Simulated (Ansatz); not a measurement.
**Worked example: the barrier**

An elementary step of Si2PH9O, singlet (Si₂H₆O ([SiH3][O][SiH3]) + PH₃ → Si₂PH₇O ([SiH3][O][SiH2][PH2]) + H₂; bonds formed: Si1–P8, H2–H7; bonds broken: Si1–H2, H7–P8). “Start” is the structure reached by relaxing down from the saddle towards the reactants; PBE0-D4/def2-TZVP structures. The saddle:

Si1  (-0.779, 0.860, 0.098)
H2  (1.017, 0.393, -0.165)
O3  (-0.922, -0.454, 1.084)
Si4  (0.197, -1.496, 1.695)
H5  (-2.220, 1.098, -0.204)
H6  (-0.237, 2.111, 0.688)
H7  (1.391, 0.973, -1.186)
P8  (0.122, 0.988, -2.033)
H9  (1.250, -0.782, 2.462)
H10  (-0.530, -2.418, 2.601)
H11  (0.838, -2.282, 0.608)
H12  (-0.415, 1.387, -3.318)
H13  (0.288, -0.377, -2.330)
(Å)

Program: Ansatz 0.2.0. Basis: def2-TZVPP and def2-QZVPP. Cores are frozen in the correlated methods.

Energies in eV:

| quantity | saddle | start |
| --- | --- | --- |
| Hartree–Fock, triple zeta (X = 3) | -27176.45019 | -27180.04494 |
| Hartree–Fock, quadruple zeta (X = 4) | -27177.35431 | -27180.94988 |
| MP2 correlation, X = 3 | -19.11856 | -18.13009 |
| MP2 correlation, X = 4 | -20.54799 | -19.51657 |
| CCSD(T) correlation, X = 3 | -21.64541 | -20.70833 |

Task: Work out the barrier at the basis limit: extrapolate Hartree–Fock as E(X) = E∞ + A exp(−7.88 √X) and the MP2 correlation as E(X) = E∞ + B X^−2.97 (the exponents that Neese and Valeev fitted for def2-TZVPP and QZVPP), then add CCSD(T) − MP2 in triple zeta.

Result: Each step is linear, so take the differences first (saddle − start): Hartree–Fock 3.59475 (X = 3) and 3.59557 (X = 4); MP2 correlation -0.98847 and -1.03142; CCSD(T) correlation -0.93708.
Two points give E∞ = E(4) + w [E(4) − E(3)], with w = 1/(exp(7.88 (2 − √3)) − 1) = 0.1377 for Hartree–Fock and w = 1/((4/3)^2.97 − 1) = 0.7407 for the correlation.
Hartree–Fock: 3.59557 + 0.1377 × 0.00082 = 3.5957 eV.
MP2 correlation: -1.03142 + 0.7407 × (-0.04295) = -1.0632 eV.
CCSD(T) − MP2: -0.93708 − (-0.98847) = 0.0514 eV.
Sum: 3.5957 + (-1.0632) + 0.0514 = 2.5839 eV, or 59.59 kcal/mol. Plain CCSD(T) in triple zeta gives 2.6577 eV, so the larger basis shifts the result by -0.0738 eV.

No T1 diagnostic of these runs exceeds 0.015.

Labels in which every atom is bracketed show which atoms are joined, not bond orders.

For scale, one of the runs: CCSD(T)/def2-TZVPP, 283 basis functions, launched by `ansatz run in.yaml --threads 8 --pin off --events-out ev --progress --plain --max-ram 19148MiB`. The run took 86 s on 8 CPU threads of an Arm Neoverse V2 (shared host), with 7.6 GiB of host memory at its peak.
